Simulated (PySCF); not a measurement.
## BH3O3: core ionisation energies

BH3O3.
SMILES with atom numbers: `[OH:1][B:2]([OH:3])[OH:4]`

Method: delta-SCF UKS SCAN, pcX-2 on the ionised atom, pcseg-1 elsewhere, spin-free X2C in PySCF. Binding energies are ΔSCF values: E(core-ionised, relaxed orbitals) − E(ground state) at a fixed geometry, referred to the vacuum level.

List the computed XPS lines with their assignment.

| atom(s) | bonded to | level | binding energy (eV) | count |
| --- | --- | --- | --- | --- |
| B2 | 3 O | B 1s | 198.62 | 1 |
| O1/O3/O4 | H and B | O 1s | 539.24 | 3 |

Which photon energy gives electrons from B 1s of B2 a kinetic energy of 50 eV, and what is their de Broglie wavelength?

hν = 198.62 + 50 = 248.62 eV, recoil neglected; λ = 12.264 Å/√(E/eV) = 1.73 Å.

What is the longest wavelength that can ionise B 1s of B2 vertically?

λ = hc/E = 12398.42 eV Å / 198.62 eV = 62.423 Å.

Topologically equivalent atoms share the value of their first member; where this conformer doesn't relate them by symmetry, their own values could differ. Isolated species at its PBE0-D3(BJ)/def2-SVP geometry (one conformer only).

Shape of the structure used: `[OH:1][B:2]([OH:3])[OH:4]`: H–O1–B2–O3 1°, H–O3–B2–O1 91°, H–O4–B2–O1 177°.
